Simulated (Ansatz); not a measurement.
One change: `[GeH3][C]1=CO1` becomes `[SnH3][C]1=CO1`.

Ansatz, PBE0-D4/def2-TZVP geometries, multiplicity 1. 

Elements past krypton have def2 core potentials. Scalar relativity is left out up to krypton.

```json
{"property": "HOMO energy (ωB97M-V/def2-TZVPP) / eV", "`[GeH3][C]1=CO1`": "-8.34"}
{"property": "HOMO energy (B3LYP/def2-TZVPP) / eV", "`[GeH3][C]1=CO1`": "-5.84"}
{"property": "HOMO–LUMO gap (B3LYP/def2-TZVPP) / eV", "`[GeH3][C]1=CO1`": "4.65"}
{"property": "HOMO energy (PBE0/def2-TZVPP) / eV", "`[GeH3][C]1=CO1`": "-6.06"}
{"property": "size of the dipole moment (PBE/def2-TZVPP) / D", "`[GeH3][C]1=CO1`": "1.93"}
{"property": "LUMO energy (ωB97M-V/def2-TZVPP) / eV", "`[GeH3][C]1=CO1`": "1.24"}
```

Task: What does the change do to each property? (Best estimate.)

Result: Computed: 
| property | `[SnH3][C]1=CO1` | shift |
| --- | --- | --- |
| HOMO energy (ωB97M-V/def2-TZVPP) / eV | -8.51 | -0.17 |
| HOMO energy (B3LYP/def2-TZVPP) / eV | -6.07 | -0.23 |
| HOMO–LUMO gap (B3LYP/def2-TZVPP) / eV | 4.15 | -0.50 |
| HOMO energy (PBE0/def2-TZVPP) / eV | -6.28 | -0.22 |
| size of the dipole moment (PBE/def2-TZVPP) / D | 2.00 | 0.07 |
| LUMO energy (ωB97M-V/def2-TZVPP) / eV | 0.50 | -0.74 |

With PBE0 the HOMO falls by 0.22 eV and the LUMO falls by 0.74 eV, so the gap narrows by about 0.52 eV. PBE moves the HOMO by -0.30 eV and ωB97M-V by -0.17 eV. Dipoles are sizes alone; their direction can turn.

B3LYP here is the variant with VWN-RPA as its local correlation; programs differ in this.
